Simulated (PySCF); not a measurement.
**Energy of Sn⁺ (tin, charge +1) between two integer charges**

The 5p alpha orbital of [Kr] 4d10 5s2 5p1 is emptied in steps (occupation f), with all orbitals relaxed, ending at [Kr] 4d10 5s2. Computed with PySCF 2.14 in def2-SVP with the def2 core potential (28 electrons) (4s4p2d, 26 functions), with scalar relativity through the core potential. The exact energy is a straight line in f; departures are measured from the line between the end points of the same method.

| f | UHF (eV) | LDA (eV) | PBE (eV) | PBE0 (eV) | r2SCAN (eV) | LC-wPBE (eV) | BHandHLYP (eV) | wB97X (eV) | TPSS (eV) |
| --- | --- | --- | --- | --- | --- | --- | --- | --- | --- |
| 1 | 0.000 | 0.000 | 0.000 | 0.000 | 0.000 | 0.000 | 0.000 | 0.000 | 0.000 |
| 0.75 | 0.050 | -0.701 | -0.677 | -0.494 | -0.639 | -0.037 | -0.337 | -0.105 | -0.656 |
| 0.5 | 0.066 | -0.938 | -0.902 | -0.655 | -0.841 | -0.043 | -0.449 | -0.146 | -0.871 |
| 0.25 | 0.049 | -0.704 | -0.674 | -0.487 | -0.615 | -0.027 | -0.337 | -0.114 | -0.647 |
| 0 | 0.000 | 0.000 | 0.000 | 0.000 | 0.000 | 0.000 | 0.000 | 0.000 | 0.000 |

| method | E(f=0) − E(f=1) (eV) | −ε at f=1 (eV) | −ε at f=0.5 (eV) |
| --- | --- | --- | --- |
| UHF | 13.718 | 13.990 | 13.714 |
| LDA | 14.408 | 10.688 | 14.399 |
| PBE | 14.237 | 10.633 | 14.244 |
| PBE0 | 14.265 | 11.625 | 14.281 |
| r2SCAN | 14.385 | 10.956 | 14.445 |
| LC-wPBE | 14.399 | 14.187 | 14.425 |
| BHandHLYP | 14.202 | 12.408 | 14.202 |
| wB97X | 14.143 | 13.602 | 14.117 |
| TPSS | 14.209 | 10.704 | 14.234 |

Orbital energy along the path (eV):

| f | UHF | LDA | PBE | PBE0 | r2SCAN | LC-wPBE | BHandHLYP | wB97X | TPSS |
| --- | --- | --- | --- | --- | --- | --- | --- | --- | --- |
| 1 | -13.990 | -10.688 | -10.633 | -11.625 | -10.956 | -14.187 | -12.408 | -13.602 | -10.704 |
| 0.75 | -13.849 | -12.527 | -12.431 | -12.955 | -12.706 | -14.317 | -13.304 | -13.848 | -12.466 |
| 0.5 | -13.714 | -14.399 | -14.244 | -14.281 | -14.445 | -14.425 | -14.202 | -14.117 | -14.234 |
| 0.25 | -13.585 | -16.287 | -16.047 | -15.583 | -16.112 | -14.496 | -15.101 | -14.426 | -15.967 |
| 0 | -13.463 | -18.147 | -17.809 | -16.834 | -17.477 | -14.497 | -16.001 | -14.770 | -17.604 |

Reference removal energy between the ground levels: 14.633 eV (measured; NIST Atomic Spectra Database, ionization energies). The calculation has no spin-orbit coupling. UHF lacks correlation.
